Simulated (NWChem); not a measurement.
# GeNH2Cl, singlet; SMILES [NH2][Ge][Cl]

```xyz
5

Ge     0.4563     0.5266     0.0000
Cl    -0.1295    -1.6347     0.0000
N     -1.2605     1.1702     0.0000
H     -2.0966     0.5762     0.0000
H     -1.4792     2.1711     0.0000
```
Atoms are numbered in this order, from 1.

All runs: NWChem. Low-valent species are run as closed-shell singlets; no triplet was tried in these runs. Coordinates come from a PBE-D3(BJ)/def2-SVP optimisation. Ions are spin-unrestricted doublets at the neutral geometry; other ion states weren't tried.

| level | vertical ionisation energy, ΔSCF (eV) | −ε(HOMO) (eV) | ΔSCF minus −ε(HOMO) (eV) |
|---|---|---|---|
| B3LYP/aug-cc-pVDZ | 9.94 | 7.53 | 2.41 |
| PBE/aug-cc-pVDZ | 9.71 | 6.59 | 3.12 |
| PBE0/aug-cc-pVDZ | 9.88 | 7.70 | 2.18 |
| M06-2X/aug-cc-pVDZ | 9.76 | 8.72 | 1.04 |
| Hartree-Fock/aug-cc-pVDZ | ___ | ___ | ___ |

Q: Fill in the missing entries.

A: 
- Hartree-Fock/aug-cc-pVDZ, vertical ionisation energy, ΔSCF (eV): 9.19
- Hartree-Fock/aug-cc-pVDZ, −ε(HOMO) (eV): 10.15
- Hartree-Fock/aug-cc-pVDZ, ΔSCF minus −ε(HOMO) (eV): -0.96
